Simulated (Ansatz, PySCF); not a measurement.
In(Br)2(Me) (CH3Br2In), SMILES [In]([CH3])([Br])[Br].

Geometry: B3LYP-D3(BJ)/def2-SVP. The structure was generated by enumeration; whether it is a known compound was not checked. The def2 effective core potentials stand for the cores of In; spin–orbit coupling is left out.

Vertical ionisation energy (IE) and electron affinity (EA) in eV. Rows of orbital energies are one-electron estimates. Where ΔSCF, EOM or ADC give a negative EA the extra electron is unbound and the value depends on the basis.

| level | IE | EA |
|---|---|---|
| −ε(HOMO), −ε(LUMO), CAM-B3LYP/def2-TZVP (PySCF) | 9.41 | 1.14 |
| −ε(HOMO), −ε(LUMO), PBE/def2-TZVP (PySCF) | 6.89 | 2.87 |
| ΔSCF, PBE/def2-SVPD (Ansatz), final states of multiplicity 2 and 2 | 9.59 | 0.75 |

**Question.** What vertical singlet–triplet gap does ΔSCF give with PBE/def2-SVPD (Ansatz, a program for electronic structure)? (An estimate is asked for; the answer gives what the named calculation found.)

**Answer.** 3.93 eV (triplet above singlet where positive).
